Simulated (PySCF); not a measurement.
Hg²⁺: excitation energy

Hg²⁺ [Xe] 4f14 5d10 (1S) → Hg²⁺ [Xe] 4f14 5d9 6p1 (high-spin determinant), as a difference of total energies. Computed with PySCF 2.14 in x2c-TZVPPall (11s7p7d3f1g, 97 functions), with scalar relativity by spin-free X2C-1e. Correlated levels: valence: [Xe] 4f14 frozen; valence and next inner shell: [Kr] 4d10 4f14 frozen. The calculations carry no spin-orbit coupling.

```tsv
method	excitation energy (cm⁻¹)
UHF	113080
LDA	116180
PBE	114370
PBE0	115810
r2SCAN	114700
MP2 (valence)	120240
SCS-MP2 (valence)	120430
MP2 (valence and next inner shell)	119060
SCS-MP2 (valence and next inner shell)	118940
```

A first-order spin-orbit estimate (lowest level to lowest level, LS coupling) adds -0.312 eV.

The basis was made for the ground configuration and has no added diffuse functions, so the excitation energy can come out too high.

The determinant of the upper state mixes LS terms, which raises its energy above the lowest term, most at the Hartree-Fock and MP2 levels.
